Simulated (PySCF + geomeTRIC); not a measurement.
The multiplicity is imposed and other spin states were not computed.

Species: [Zn(OCH3)(SH)] (charge 0, multiplicity 1).

Task: Give a relaxed geometry from BP86-D3(BJ)/def2-SVP (PySCF + geomeTRIC).

Result: Several could match; the one computed here: the end point of this relaxation, one of several conformers.
Cartesian coordinates (Å) in one orientation:
```xyz
8

Zn    -0.449    -0.163    -0.272
O     -0.285     1.614    -0.313
C     -1.373     2.508    -0.336
H     -2.032     2.395    -1.233
H     -0.980     3.552    -0.361
H     -2.034     2.439     0.565
S     -0.425    -2.336    -0.248
H     -0.410    -2.372     1.117
```
